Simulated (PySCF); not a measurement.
SMILES CC(C)[SiH2]C(F)(F)F (C₄H₉F₃Si), singlet, GFN2-xTB optimised geometry.

```
17

C     -0.78    -0.76     4.26
C     -0.35     0.11     3.07
C     -0.63     1.59     3.37
Si    -1.21    -0.47     1.47
C     -0.45     0.56     0.00
F      0.90     0.56     0.00
F     -0.82     1.86     0.00
F     -0.82     0.07    -1.20
H     -0.27    -0.44     5.16
H     -1.85    -0.67     4.43
H     -0.55    -1.80     4.08
H      0.73     0.00     2.95
H     -1.70     1.76     3.53
H     -0.11     1.89     4.28
H     -0.30     2.23     2.56
H     -0.90    -1.86     1.12
H     -2.64    -0.17     1.41
```

Density from B3LYP/def2-SVP (PySCF) at that geometry.

Minimum of the electron density along straight lines between bonded atoms, close to the bond critical point (lines longer than 1.1 times the sum of covalent radii, or with two minima, are not listed):

```csv
bond,length / Å,ρ at the minimum / e bohr⁻³,∇²ρ there / e bohr⁻⁵,position (fraction from the first atom)
C1–C2,1.529,0.241,-0.54,0.50
C2–C3,1.532,0.239,-0.53,0.50
C2–Si4,1.905,0.115,0.29,0.62
Si4–C5,1.950,0.106,0.31,0.37
C5–F6,1.350,0.266,-0.18,0.34
C5–F7,1.349,0.266,-0.18,0.34
C5–F8,1.348,0.267,-0.18,0.34
C1–H9,1.088,0.277,-1.02,0.63
C1–H10,1.087,0.278,-1.02,0.62
C1–H11,1.087,0.278,-1.02,0.62
C2–H12,1.097,0.272,-0.96,0.62
C3–H13,1.088,0.277,-1.01,0.62
C3–H14,1.089,0.277,-1.01,0.62
C3–H15,1.087,0.279,-1.04,0.63
Si4–H16,1.463,0.118,0.33,0.49
Si4–H17,1.463,0.118,0.33,0.49
```
